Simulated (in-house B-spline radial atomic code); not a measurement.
Configurations of Xe⁺, with energies counted from [Kr] 4d10 5s2 5p5. Computed with an all-electron radial atomic-structure program (B-spline basis): scalar-relativistic (X2C) B3LYP, spin-polarised, spherical fractional occupations, exact exchange averaged over the configuration, Fermi nucleus of rms radius 4.7859 fm. Shells without spins written out take the highest spin.

Occupations are held fixed; configurations that lie above the ionisation limit could autoionise.

```json
{"configuration": "[Kr] 4d10 5s2 5p4 6d1", "E - E(ref) (eV)": "16.806", "highest orbital": "6d up", "its <r> (bohr)": "8.365"}
{"configuration": "[Kr] 4d9 5s2 5p5 5d1", "E - E(ref) (eV)": "69.069", "highest orbital": "5d up", "its <r> (bohr)": "3.384"}
{"configuration": "[Ar] 3d9 4s2 4p6 4d10 5s2 5p5 6d1", "E - E(ref) (eV)": "684.18", "highest orbital": "6d up", "its <r> (bohr)": "8.145"}
{"configuration": "[Ar] 3d9 4s2 4p6 4d10 4f1 5s2 5p5", "E - E(ref) (eV)": "684.25", "highest orbital": "4f up", "its <r> (bohr)": "5.2"}
```

Q: Order these further configurations by energy, lowest first.
A. [Ar] 3d9 4s2 4p6 4d10 5s2 5p6
B. [Kr] 4d10 5s2 5p4 6f1
C. [Kr] 4d10 5s1 5p5 6p1
D. [Kr] 4d10 4f1 5s2 5p4
E. [Kr] 4d9 4f1 5s2 5p5

A: D (17.309 eV), B (19.129 eV), C (27.001 eV), E (73.939 eV), A (665.3 eV).
